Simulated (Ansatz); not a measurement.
C2HF2O2, doublet, geometry from GFN2-xTB; WB97X/def2-SVP (Ansatz, an electronic-structure program).

Here is a job for Ansatz.
Ansatz 0.2 input:
```yaml
crystal:
  periodic: [false, false, false]
  atoms:
    - {symbol: O, position_ang: [1.00908423, 1.50155229, 0.03543537]}
    - {symbol: C, position_ang: [0.71160733, 0.32632795, 0.04060336]}
    - {symbol: O, position_ang: [1.60255857, -0.67830943, 0.12156161]}
    - {symbol: C, position_ang: [-0.63484075, -0.16142983, -0.03898753]}
    - {symbol: F, position_ang: [-1.68096637, 0.62644498, -0.12569638]}
    - {symbol: F, position_ang: [-0.96947956, -1.43320129, -0.03424534]}
    - {symbol: H, position_ang: [2.50027146, -0.31452482, 0.17380460]}
basis:
  gaussian:
    orbitals: def2-SVP
hamiltonian:
  xc: {name: wB97X}
magnetization: {spin_polarized: true, initial_magnetization: 1}
```

Question: Write the output that Ansatz gives for this input, abridged.

Answer: 
```
Functional definition: wB97X
865 factors; integrals over basis functions are off by at most 1.5e-3 eV
168 factors; integrals over basis functions are off by at most 8.7e-6 eV
mean field evaluation 1: about -11598.1850 eV, gradient 4.1e1 eV
mean field evaluation 2: about -11595.5348 eV, gradient 5.2e1 eV
mean field evaluation 4: about -11604.5865 eV, gradient 3.1e0 eV
mean field evaluation 8: about -11604.8194 eV, gradient 3.8e-1 eV
mean field evaluation 16: about -11604.8224 eV, gradient 4.1e-3 eV
mean field -11604.82239009 eV, -426.4693568048 hartree, gradient 6.3e-5 eV, S^2 0.759601; 0 other end points of the search recorded, 0 dependent functions left out
reference -11604.82237585 eV, -426.4693562815 hartree; 24, 23 occupied and 65, 66 virtual orbitals, 865 factors
Total energy: -11604.82237585 eV, -426.4693562815 hartree
```
